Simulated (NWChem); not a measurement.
Molecule: CH3F2NZr; SMILES C[N]=[Zr]([F])[F]

```xyz
8

Zr    -0.0001    -0.3873    -0.2214
N      0.0000     1.4148    -0.0633
C     -0.0011     2.8040     0.2335
H      0.8271     3.3386    -0.2686
H     -0.9438     3.2997    -0.0663
H      0.1215     2.9806     1.3180
F     -1.6727    -1.1591     0.3841
F      1.6732    -1.1579     0.3841
```
Atoms are numbered in this order, from 1.

Program: NWChem. The geometry was optimised at PBE0/def2-SVP (def2 core potentials past Kr). Not confirmed as a minimum by frequencies.

For level PBE/STO-3G, non-relativistic:

```
Item                         Result
---------------------------  ------
highest occupied level (eV)   -1.47
orbital gap (eV)               2.04
dipole (D)                     2.85
```

### Question
What are these values for level PBE/3-21G, non-relativistic?

### Answer
The highest occupied level (eV) comes out as -4.68, the orbital gap (eV) is 1.76 and the dipole (D) is 2.68.
